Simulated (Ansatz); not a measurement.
Problem. Predict a relaxed structure of `CCCCCCCCCCCCO`, charge 0, singlet, at PBE-D4/def2-SVP (Ansatz).

Solution. 
```
atom   x (Å)   y (Å)   z (Å)
  C1   4.070   3.661  -1.951
  C2   3.134   2.468  -2.149
  C3   1.684   2.763  -1.747
  C4   0.694   1.620  -2.016
  C5   0.995   0.297  -1.291
  C6   1.092   0.394   0.240
  C7  -0.152   0.961   0.943
  C8  -1.465   0.212   0.670
  C9  -1.460  -1.262   1.086
 C10  -2.815  -1.952   0.888
 C11  -2.832  -3.451   1.202
 C12  -2.566  -3.795   2.663
 O13  -2.714  -5.196   2.821
 H14   4.089   3.986  -0.889
 H15   3.745   4.534  -2.554
 H16   5.112   3.421  -2.245
 H17   3.516   1.601  -1.567
 H18   3.157   2.146  -3.214
 H19   1.338   3.668  -2.295
 H20   1.656   3.046  -0.671
 H21   0.663   1.422  -3.110
 H22  -0.329   1.964  -1.749
 H23   1.945  -0.131  -1.678
 H24   0.212  -0.441  -1.568
 H25   1.319  -0.617   0.644
 H26   1.969   1.019   0.518
 H27  -0.285   2.028   0.660
 H28   0.036   0.968   2.040
 H29  -1.727   0.284  -0.409
 H30  -2.289   0.733   1.206
 H31  -1.145  -1.334   2.152
 H32  -0.688  -1.819   0.509
 H33  -3.137  -1.806  -0.166
 H34  -3.583  -1.434   1.507
 H35  -2.083  -3.984   0.576
 H36  -3.820  -3.884   0.935
 H37  -1.541  -3.456   2.955
 H38  -3.284  -3.223   3.307
 H39  -2.509  -5.412   3.747
```
 This is one stationary point.
